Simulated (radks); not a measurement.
Results of a calculation; reference values are marked as such.
Species: Zn XII. Configuration: [He] 2s2 2p5 3s2 3p6 3d2 (not the ground configuration). Level of theory: scalar-relativistic Kohn-Sham, PBEsol, spin-polarised, spherical densities, finite nucleus; open shells are filled with parallel spins first; Fermi nuclear charge, rms radius 3.9283 fm (a radial shooting solver on a logarithmic mesh with Libxc functionals). Some entries of the table are withheld. Estimate them.

orbital,occ.,eigenvalue (eV),r(max) (bohr)
1s up,1,-9928.765,0.03293
1s down,1,-9923.905,0.03292
2s up,1,-1534.442,0.1879
2s down,1,-1523.930,0.1880
2p up,3,-1388.399,0.1506
2p down,2,-1377.200,0.1506
3s up,1,-422.3705,(1)
3s down,1,-417.4878,(2)
3p up,3,-375.4468,0.5399
3p down,3,-370.3670,0.5426
3d up,2,(3),0.4583
3d down,0,(4),0.4634

Answer. 
(1) 3s up r(max) (bohr): 0.5503
(2) 3s down r(max) (bohr): 0.5523
(3) 3d up eigenvalue (eV): -301.6148
(4) 3d down eigenvalue (eV): -295.7697
